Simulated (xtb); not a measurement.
Cl4MoO, charge +1, doublet, from a rough starting geometry (GFN-xTB shapes and energies of metal compounds can be far from the true ones) (the multiplicity is a formal guess); GFN2-xTB run with xtb.

Here is a job for xtb.
```
$ xtb mol.xyz --gfn 2 --chrg 1 --uhf 1 --opt vtight --json

# file mol.xyz
6

Mo     0.14607879    -0.04167312     0.13364292
O      1.33048938    -0.29751837     1.20814933
Cl    -1.48607303     0.35692078    -1.40533093
Cl     0.24519613     2.15094116     0.41874208
Cl     1.18879793    -0.99397383    -1.49681473
Cl    -1.43848929    -1.17039644     1.24349400
```

It wrote (shortened):

```
   ID    Z sym.   atoms
    1   42 Mo     1
    2    8 O      2
    3   17 Cl     3-6

           -------------------------------------------------
          |                Calculation Setup                |
           -------------------------------------------------

           -------------------------------------------------
          |                 G F N 2 - x T B                 |
           -------------------------------------------------

          ...................................................
          :                      SETUP                      :
          :.................................................:
          :  # basis functions                  54          :
          :  # atomic orbitals                  49          :
          :  # shells                           17          :
          :  # electrons                        39          :
          :  max. iterations                   250          :
          :  Hamiltonian                  GFN2-xTB          :
          :  restarted?                      false          :
          :  GBSA solvation                  false          :
          :  PC potential                    false          :
          :  electronic temp.          300.0000000     K    :
          :  accuracy                    1.0000000          :
          :  -> integral cutoff          0.2500000E+02      :
          :  -> integral neglect         0.1000000E-07      :
          :  -> SCF convergence          0.1000000E-05 Eh   :
          :  -> wf. convergence          0.1000000E-03 e    :
          :  Broyden damping             0.4000000          :
          :  net charge                          1          :
          :  unpaired electrons                  1          :
          ...................................................

 iter      E             dE          RMSdq      gap      omega  full diag
   1    -23.6875093 -0.236875E+02  0.890E+00    2.55       0.0  T
   2    -23.5833661  0.104143E+00  0.140E+01    4.74       1.0  T
   3    -23.9460144 -0.362648E+00  0.460E+00    3.76       1.0  T
   4    -23.9661190 -0.201046E-01  0.375E+00    3.13       1.0  T
   5    -23.9881803 -0.220613E-01  0.200E+00    3.29       1.0  T
   6    -23.9717572  0.164231E-01  0.277E+00    3.26       1.0  T
   7    -23.9856218 -0.138645E-01  0.168E+00    3.34       1.0  T
   8    -23.9918992 -0.627742E-02  0.685E-01    3.36       1.0  T
   9    -23.9927189 -0.819696E-03  0.500E-01    3.37       1.0  T
  10    -23.9928887 -0.169783E-03  0.313E-01    3.38       1.0  T
  11    -23.9928605  0.281584E-04  0.290E-01    3.38       1.0  T
  12    -23.9928516  0.891872E-05  0.273E-01    3.39       1.0  T
  13    -23.9930893 -0.237713E-03  0.938E-02    3.39       1.0  T
  14    -23.9930804  0.894563E-05  0.869E-02    3.39       1.0  T
  15    -23.9931041 -0.237686E-04  0.221E-02    3.38       1.9  T
  16    -23.9930960  0.815856E-05  0.508E-02    3.38       1.0  T
  17    -23.9931032 -0.724907E-05  0.238E-02    3.38       1.7  T
  18    -23.9931050 -0.180190E-05  0.636E-03    3.38       6.4  T
  19    -23.9931051 -0.733279E-07  0.287E-03    3.38      14.2  T
  20    -23.9931050  0.406743E-07  0.447E-03    3.38       9.1  T
  21    -23.9931051 -0.626214E-07  0.169E-03    3.38      24.2  T
  22    -23.9931051 -0.800935E-08  0.741E-04    3.38      55.1  T
  23    -23.9931051  0.115651E-08  0.853E-04    3.38      47.8  T

   *** convergence criteria satisfied after 23 iterations ***

         :::::::::::::::::::::::::::::::::::::::::::::::::::::
         ::                     SUMMARY                     ::
         :::::::::::::::::::::::::::::::::::::::::::::::::::::
         :: total energy             -23.948608052117 Eh    ::
         :: gradient norm              0.025130552027 Eh/a0 ::
         :: HOMO-LUMO gap              3.382612769092 eV    ::
         ::.................................................::
         :: SCC energy               -23.993098872624 Eh    ::
[...]
 * total energy  :   -23.9555588 Eh     change       -0.2207950E-02 Eh
 * total energy  :   -23.9567100 Eh     change       -0.1151253E-02 Eh
 * total energy  :   -23.9575105 Eh     change       -0.8004307E-03 Eh
 * total energy  :   -23.9579430 Eh     change       -0.4325500E-03 Eh
 * total energy  :   -23.9583540 Eh     change       -0.4109544E-03 Eh
 * total energy  :   -23.9584936 Eh     change       -0.1396585E-03 Eh
 * total energy  :   -23.9585070 Eh     change       -0.1333140E-04 Eh
 * total energy  :   -23.9585125 Eh     change       -0.5544940E-05 Eh
 * total energy  :   -23.9585152 Eh     change       -0.2700619E-05 Eh
 * total energy  :   -23.9585152 Eh     change        0.3710439E-07 Eh
 * total energy  :   -23.9585159 Eh     change       -0.7189848E-06 Eh
 * total energy  :   -23.9585159 Eh     change       -0.3670979E-07 Eh
   *** GEOMETRY OPTIMIZATION CONVERGED AFTER 16 ITERATIONS ***
         :: total energy             -23.958515916794 Eh    ::
[...]
        16        2.0000           -0.6650468             -18.0968
        17        2.0000           -0.6568425             -17.8736
        18        2.0000           -0.6411538             -17.4467
        19        2.0000           -0.6384037             -17.3718
        20        1.0000           -0.6193200             -16.8526 (HOMO)
        21                         -0.5321847             -14.4815 (LUMO)
        22                         -0.5193807             -14.1331
        23                         -0.4808846             -13.0855
        24                         -0.4533570             -12.3365
        25                         -0.3541000              -9.6356
        26                         -0.2239492              -6.0940
        27                         -0.2233085              -6.0765
        28                         -0.2222240              -6.0470
        29                         -0.2212323              -6.0200
        30                         -0.2198888              -5.9835
        31                         -0.2165925              -5.8938
       ...                                ...                  ...
        49                          0.4819269              13.1139
      -------------------------------------------------------------
                  HL-Gap            0.0871353 Eh            2.3711 eV
             Fermi-level           -0.6022943 Eh          -16.3893 eV

     #   Z          covCN         q      C6AA      α(0)
     1  42 Mo       4.068     0.865   342.086    38.041
     2   8 O        0.804    -0.333    20.405     6.055
     3  17 Cl       1.208     0.023    98.532    15.186
     4  17 Cl       1.285     0.178    94.042    14.836
     5  17 Cl       0.845     0.133    95.230    14.929
     6  17 Cl       0.845     0.133    95.223    14.928

 Mol. C6AA /au·bohr⁶  :       3822.283079
 Mol. C8AA /au·bohr⁸  :     219921.811221
 Mol. α(0) /au        :        103.975867

Wiberg/Mayer (AO) data.
largest (>0.10) Wiberg bond orders for each atom

 ---------------------------------------------------------------------------
     #   Z sym  total        # sym  WBO       # sym  WBO       # sym  WBO
 ---------------------------------------------------------------------------
     1  42 Mo   6.953 --     2 O    2.170     6 Cl   1.532     5 Cl   1.532
                             4 Cl   1.179     3 Cl   0.540
     2   8 O    2.490 --     1 Mo   2.170     6 Cl   0.102     5 Cl   0.102
     3  17 Cl   1.092 --     1 Mo   0.540     4 Cl   0.421
     4  17 Cl   1.843 --     1 Mo   1.179     3 Cl   0.421     6 Cl   0.101
                             5 Cl   0.101
     5  17 Cl   1.891 --     1 Mo   1.532     6 Cl   0.128     2 O    0.102
                             4 Cl   0.101
     6  17 Cl   1.891 --     1 Mo   1.532     5 Cl   0.128     2 O    0.102
                             4 Cl   0.101
 ---------------------------------------------------------------------------

Topologies differ in total number of bonds
Writing topology from bond orders to xtbtopo.mol

molecular dipole:
                 x           y           z       tot (Debye)
 q only:       -0.589      -0.010      -0.519
   full:       -0.977      -0.018      -0.886       3.352
molecular quadrupole (traceless):
                xx          xy          yy          xz          yz          zz
 q only:       -2.716       0.658       4.829      -5.121       0.746      -2.113
  q+dip:       -3.081       1.121       5.364      -6.692       1.139      -2.283
   full:       -3.277       1.506       5.721      -6.569       1.542      -2.444

optimized geometry written to: xtbopt.xyz

           -------------------------------------------------
          | TOTAL ENERGY              -23.958515916794 Eh   |
          | GRADIENT NORM               0.000138574680 Eh/α |
          | HOMO-LUMO GAP               2.371071181989 eV   |
           -------------------------------------------------

normal termination of xtb
```
